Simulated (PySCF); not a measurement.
Ionisation energy of Ba⁺ by level of theory

Ba⁺ [Xe] 6s1 (2S) → Ba²⁺ [Xe] (1S), as a difference of total energies. All numbers are calculated (PySCF 2.14, scalar relativity by spin-free X2C-1e, in Sapporo-DKH3-DZP-2012). The calculations carry no spin-orbit coupling.

```
method  ionisation energy (eV)
   UHF                   9.367
 M06-L                   9.287
  BP86                  10.180
```

Which method comes closest to the reference value, and which is furthest?

The reference is 10.004 eV (measured; NIST Atomic Spectra Database, ionization energies). Closest: BP86 (error 0.176 eV); furthest: M06-L (error -0.717 eV).
